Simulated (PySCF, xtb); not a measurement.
C7H7IrO4, SMILES C1([O][Ir](<-[O]=C(C)C=1)(<-[C-]#[O+])<-[C-]#[O+])C, multiplicity 1.

GFN2-xTB (xtb 6.7.1) at its own geometry gives an orbital gap of 2.45 eV and a dipole moment of 4.55 D.

Geometry optimised at B3LYP-D3(BJ)/def2-SVP. The multiplicity is an assumed one; no other spin state was optimised. The isomer is the one that the SMILES or the coordinates give; other isomers of the formula were not compared. The def2 effective core potentials stand for the cores of Ir; spin–orbit coupling is left out. One conformer was computed; it need not be the lowest.

Task: What does r2SCAN/def2-SVP run with PySCF give? (The exact figures need the calculation; the answer reports its results.)

Result: gap 3.43 eV (levels -5.79 and -2.36 eV), dipole 4.08 D.
